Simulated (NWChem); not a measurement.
Molecule: MgSiH4; SMILES [MgH][SiH3]

```xyz
6

Mg    -0.1833    -1.4536    -0.0024
H     -0.2413    -3.1676    -0.0034
Si    -0.0987     1.1374    -0.0010
H      1.2871     1.6852     0.2662
H     -0.9928     1.7615     1.0491
H     -0.5307     1.7467    -1.3177
```
Atoms are numbered in this order, from 1.

All runs: NWChem. The geometry was optimised at PBE-D3(BJ)/def2-SVP. Vertical excitations in the gas phase; the lowest state need not have the same character in each row.

```
level                                       lowest excitation, singlet (eV)  oscillator strength of that lowest state  lowest state with f > 0.02, singlet (eV)  oscillator strength of that bright state  lowest triplet (eV)  orbital gap (eV)
------------------------------------------  -------------------------------  ----------------------------------------  ----------------------------------------  ----------------------------------------  -------------------  ----------------
PBE/def2-SVPD, TDA                                                     4.31                                     0.005                                      5.49                                     0.486                 3.80              4.14
B3LYP/def2-SVPD, TDA                                                      ?                                     0.009                                         ?                                         ?                    ?                 ?
LDA (Slater exchange, VWN5)/def2-SVPD, TDA                             4.26                                     0.004                                      5.49                                     0.513                 3.85              4.06
```

Problem. Some entries are withheld; supply them.

Solution. 
- B3LYP/def2-SVPD, TDA, lowest excitation, singlet (eV): 4.53
- B3LYP/def2-SVPD, TDA, lowest state with f > 0.02, singlet (eV): 5.66
- B3LYP/def2-SVPD, TDA, oscillator strength of that bright state: 0.544
- B3LYP/def2-SVPD, TDA, lowest triplet (eV): 4.00
- B3LYP/def2-SVPD, TDA, orbital gap (eV): 5.41
